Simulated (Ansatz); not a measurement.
Steps of a relaxation of `SC1=N[SiH2]1` with RKS PBE0-D4/def2-TZVP.

```sh
$ ansatz run in.yaml --threads 2 --pin off --events-out ev --progress --plain --max-ram 4352MiB
```

```yaml
crystal:
  periodic: [false, false, false]
  atoms:
    - {symbol: S, position_ang: [-0.878624, 1.123387, -1.724788]}
    - {symbol: C, position_ang: [-0.280172, 0.212197, -0.372143]}
    - {symbol: N, position_ang: [-0.835950, -0.571945, 0.497225]}
    - {symbol: Si, position_ang: [0.971537, -0.409381, 0.774502]}
    - {symbol: H, position_ang: [-2.185876, 0.738236, -1.574168]}
    - {symbol: H, position_ang: [1.430299, 0.410473, 1.935275]}
    - {symbol: H, position_ang: [1.839986, -1.570967, 0.418298]}
basis:
  gaussian: {orbitals: def2-TZVP}
hamiltonian: {xc: pbe0, dispersion: d4}
relax: {f_tol: 0.005, max_steps: 150}
```

Positions (Å) and forces (eV/Å) along the path, 7 of 7 steps:

```xyz
7
step=1 energy=-21278.8697 eV
S    -0.879    1.123   -1.725   -0.375   -0.416    0.449
C    -0.280    0.212   -0.372   -0.109   -0.537    0.647
N    -0.836   -0.572    0.497    1.189    0.688   -0.563
Si    0.972   -0.409    0.775   -0.947    0.020   -0.279
H    -2.186    0.738   -1.574    0.486    0.156   -0.075
H     1.430    0.410    1.935   -0.075   -0.185   -0.262
H     1.840   -1.571    0.418   -0.169    0.273    0.082
7
step=2 energy=-21278.9106 eV
S    -0.877    1.115   -1.713   -0.128   -0.193    0.216
C    -0.276    0.209   -0.369    0.029   -0.109    0.152
N    -0.827   -0.566    0.494    0.627    0.202   -0.099
Si    0.960   -0.411    0.773   -0.662    0.022   -0.205
H    -2.172    0.736   -1.568    0.189    0.060   -0.026
H     1.424    0.403    1.919   -0.016   -0.045   -0.061
H     1.829   -1.554    0.418   -0.040    0.063    0.022
7
step=3 energy=-21278.9244 eV
S    -0.876    1.109   -1.705    0.024   -0.031    0.051
C    -0.269    0.211   -0.369    0.036    0.129   -0.167
N    -0.810   -0.563    0.493   -0.030   -0.062    0.081
Si    0.947   -0.409    0.769   -0.047   -0.030    0.024
H    -2.162    0.732   -1.559   -0.025   -0.006   -0.001
H     1.414    0.401    1.910    0.020    0.001    0.009
H     1.817   -1.549    0.417    0.022   -0.001    0.004
7
step=4 energy=-21278.9250 eV
S    -0.876    1.109   -1.705    0.003   -0.016    0.020
C    -0.268    0.213   -0.371    0.029    0.065   -0.074
N    -0.811   -0.561    0.493   -0.021   -0.034    0.035
Si    0.945   -0.411    0.770   -0.015   -0.014    0.015
H    -2.163    0.731   -1.559   -0.009   -0.002    0.001
H     1.416    0.399    1.910    0.007    0.002    0.003
H     1.819   -1.547    0.418    0.007   -0.002    0.001
7
step=5 energy=-21278.9251 eV
S    -0.877    1.109   -1.705   -0.009    0.002   -0.004
C    -0.267    0.214   -0.373    0.012   -0.005    0.006
N    -0.811   -0.561    0.491   -0.005    0.006   -0.004
Si    0.943   -0.412    0.771    0.002   -0.002    0.001
H    -2.164    0.730   -1.558    0.002   -0.001    0.001
H     1.417    0.399    1.910   -0.002    0.000    0.000
H     1.820   -1.547    0.419   -0.001    0.001   -0.001
7
step=6 energy=-21278.9251 eV
S    -0.877    1.109   -1.706   -0.006    0.001   -0.004
C    -0.266    0.215   -0.374    0.007   -0.003    0.009
N    -0.811   -0.560    0.491   -0.002    0.002   -0.006
Si    0.943   -0.413    0.771    0.001    0.001    0.000
H    -2.164    0.729   -1.557    0.002    0.000    0.001
H     1.417    0.398    1.910    0.000    0.000   -0.001
H     1.819   -1.547    0.419   -0.001    0.000    0.000
7
step=7 energy=-21278.9251 eV
S    -0.878    1.110   -1.706    0.000    0.000   -0.001
C    -0.265    0.216   -0.374   -0.001    0.000   -0.001
N    -0.811   -0.559    0.490    0.001    0.000    0.000
Si    0.943   -0.413    0.771    0.000    0.000    0.001
H    -2.164    0.728   -1.556    0.000    0.000    0.000
H     1.417    0.398    1.910    0.000    0.000    0.000
H     1.819   -1.547    0.420    0.000    0.000    0.000
```

It took 25 s on 2 threads of an Arm Neoverse V1 on a shared host, with 0.32 GiB of host memory at the peak.
